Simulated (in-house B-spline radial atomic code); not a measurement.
# Binding energies in In+

NIST's tabulated ground configuration is [Kr] 4d10 5s2; each binding energy is the energy of the ion with one electron taken from that subshell, relaxed, less that of the parent. Method: Dirac-Kohn-Sham B3LYP, spherical fractional occupations, Fermi nucleus of rms radius 4.6156 fm. Calculated with a B-spline radial code for spherical atoms. Energies include first-order Breit, QED and recoil terms. Caution: exact exchange at fractional occupations of open shells leaves self-interaction of up to several eV.

```json
{"subshell": "1s", "X-ray name": "K", "binding energy (eV)": "28031", "-ε (eV)": "27817.2", "relaxation (eV)": "-293.0"}
{"subshell": "2s", "X-ray name": "L1", "binding energy (eV)": "4228", "-ε (eV)": "4188.8", "relaxation (eV)": "-48.2"}
{"subshell": "2p1/2", "X-ray name": "L2", "binding energy (eV)": "3957.1", "-ε (eV)": "3904.9", "relaxation (eV)": "-60.7"}
{"subshell": "2p3/2", "X-ray name": "L3", "binding energy (eV)": "3750", "-ε (eV)": "3693.8", "relaxation (eV)": "-62.1"}
{"subshell": "3s", "X-ray name": "M1", "binding energy (eV)": "823.2", "-ε (eV)": "808.7", "relaxation (eV)": "-15.9"}
{"subshell": "3p1/2", "X-ray name": "M2", "binding energy (eV)": "709", "-ε (eV)": "693.9", "relaxation (eV)": "-16.3"}
{"subshell": "3p3/2", "X-ray name": "M3", "binding energy (eV)": "672.1", "-ε (eV)": "655.5", "relaxation (eV)": "-17.4"}
{"subshell": "3d3/2", "X-ray name": "M4", "binding energy (eV)": "471.6", "-ε (eV)": "452.7", "relaxation (eV)": "-19.2"}
{"subshell": "3d5/2", "X-ray name": "M5", "binding energy (eV)": "464.4", "-ε (eV)": "444.9", "relaxation (eV)": "-19.6"}
{"subshell": "4s", "X-ray name": "N1", "binding energy (eV)": "139.7", "-ε (eV)": "132.2", "relaxation (eV)": "-7.7"}
{"subshell": "4p1/2", "X-ray name": "N2", "binding energy (eV)": "101.5", "-ε (eV)": "94.2", "relaxation (eV)": "-7.5"}
{"subshell": "4p3/2", "X-ray name": "N3", "binding energy (eV)": "95.34", "-ε (eV)": "87.50", "relaxation (eV)": "-7.93"}
{"subshell": "4d3/2", "X-ray name": "N4", "binding energy (eV)": "35.6", "-ε (eV)": "28.57", "relaxation (eV)": "-7.02"}
{"subshell": "4d5/2", "X-ray name": "N5", "binding energy (eV)": "34.87", "-ε (eV)": "27.69", "relaxation (eV)": "-7.15"}
{"subshell": "5s", "X-ray name": "O1", "binding energy (eV)": "19.68", "-ε (eV)": "15.76", "relaxation (eV)": "-3.94"}
```

Relaxation = -ε minus the binding energy without Breit, QED and recoil terms. With a density functional, K lines can miss by some tenths of a per cent, more in light atoms. For a density functional the relaxation so defined is negative, because -ε of a Kohn-Sham level is smaller than the binding energy.

Emission lines follow as differences of binding energies, with λ = 12398.42 eV·Å / E:

| line | holes | energy (eV) | wavelength (Å) |
| --- | --- | --- | --- |
| K-L3 | 1s → 2p3/2 | 24281.0 | 0.51062 |
| K-L2 | 1s → 2p1/2 | 24073.9 | 0.51502 |
| K-M3 | 1s → 3p3/2 | 27358.9 | 0.45318 |
| L3-M5 | 2p3/2 → 3d5/2 | 3285.6 | 3.7736 |
| L2-M4 | 2p1/2 → 3d3/2 | 3485.5 | 3.5571 |
| L1-M3 | 2s → 3p3/2 | 3555.9 | 3.4867 |
| L3-M1 | 2p3/2 → 3s | 2926.8 | 4.2362 |
| L2-N4 | 2p1/2 → 4d3/2 | 3921.5 | 3.1617 |

(1) What screening constant σ does Moseley's law, E = (3/4)·13.6057 eV·(Z - σ)², need for K-L3?

Moseley's non-relativistic formula needs a falling, then negative, screening constant for heavy elements, because relativity binds the 1s electron more strongly than the formula allows.

(2) What does it cost to remove both a 3d5/2 and a 4p3/2 electron?

(3) What does it cost to remove two 5s electrons?

(4) What does it cost to remove both a 2p3/2 and a 4p1/2 electron?

Answers

(1) σ = 0.22.

(2) 580.33 eV, which is 20.59 eV more than the two single binding energies together.

(3) 47.598 eV, which is 8.244 eV more than the two single binding energies together.

(4) 3873.3 eV, which is 21.76 eV more than the two single binding energies together.
